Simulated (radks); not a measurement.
Ionisation ladder of thallium, from Tl63+ to Tl70+. Each ion is in the ground configuration listed by NIST, and IE = E(next ion) - E(this ion). Method: scalar-relativistic Kohn-Sham, LDA (Slater exchange, Perdew-Wang correlation), spin-polarised, spherical densities, finite nucleus; open shells are filled with parallel spins first (spin-orbit coupling, left out, can overturn this in heavy ions); Fermi nuclear charge, rms radius 5.4759 fm; computed with a radial shooting solver on a logarithmic mesh with Libxc functionals.

species  configuration  E (hartree)  IE, Delta-SCF (eV)  <r> HOMO (bohr)  IE, NIST (eV)    kind  error (eV)
Tl63+             [Ar]  -15854.2455              7304.0            0.166           7146  theory      +158.0
Tl64+     [Ne] 3s2 3p5  -15585.8268              7439.5            0.165           7281  theory      +158.5
Tl65+     [Ne] 3s2 3p4  -15312.4302              7573.1            0.164           7430  theory      +143.1
Tl66+     [Ne] 3s2 3p3  -15034.1256              7745.8            0.163           7570  theory      +175.8
Tl67+     [Ne] 3s2 3p2  -14749.4726              7884.1            0.163           8260  theory      -375.9
Tl68+     [Ne] 3s2 3p1  -14459.7377              8020.4            0.162           8420  theory      -399.6
Tl69+         [Ne] 3s2  -14164.9952              8755.2            0.163           8730  theory       +25.2
Tl70+         [Ne] 3s1  -13843.2492              8904.0            0.163           8880  theory       +24.0

Reference values: NIST Atomic Spectra Database (exp. = measured, semi-emp. = semi-empirical, theory = theoretical value adopted there). The ionisation energy per charge of the ion left behind rises most, in proportion, at Tl69+ ([Ne] 3s2), from 116.24 to 125.07 eV. Open shells are spherical and high-spin; term and fine-structure splittings are not resolved. Spin-orbit splitting is averaged out at the scalar-relativistic level.
